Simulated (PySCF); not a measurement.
C5H7FO, SMILES C=C1C[C@@](C)(F)O1. The structure is a stationary point at B3LYP-D3(BJ)/def2-SVP. The structure was generated by enumeration; whether it is a known compound was not checked.

**Question.** Give the equilibrium geometry at B3LYP-D3(BJ)/def2-SVP (PySCF confirms it by a frequency run) as bond lengths and angles. (Estimate from the structure and the level; the computed values follow.)

**Answer.** 
Atoms: C1 C2 C3 C4 C5 F6 O7 H8 H9 H10 H11 H12 H13 H14. Bond lengths (Å): C1–C2 1.329, C1–H8 1.091, C1–H9 1.090, C2–C3 1.511, C2–O7 1.387, C3–C4 1.543, C3–H10 1.099, C3–H11 1.099, C4–C5 1.506, C4–F6 1.370, C4–O7 1.433, C5–H12 1.099, C5–H13 1.100, C5–H14 1.100. Angles (°): C2–C1–H8 120.8, C2–C1–H9 119.9, H8–C1–H9 119.3, C1–C2–C3 138.4, C1–C2–O7 127.8, C3–C2–O7 93.8, C2–C3–C4 83.4, C2–C3–H10 115.5, C2–C3–H11 116.4, C4–C3–H10 112.7, C4–C3–H11 116.2, H10–C3–H11 110.4, C3–C4–C5 120.8, C3–C4–F6 112.6, C3–C4–O7 90.6, C5–C4–F6 109.1, C5–C4–O7 112.7, F6–C4–O7 109.5, C4–C5–H12 110.4, C4–C5–H13 109.1, C4–C5–H14 110.1, H12–C5–H13 108.9, H12–C5–H14 109.4, H13–C5–H14 109.0, C2–O7–C4 92.2.
Charge 0, spin multiplicity 1.
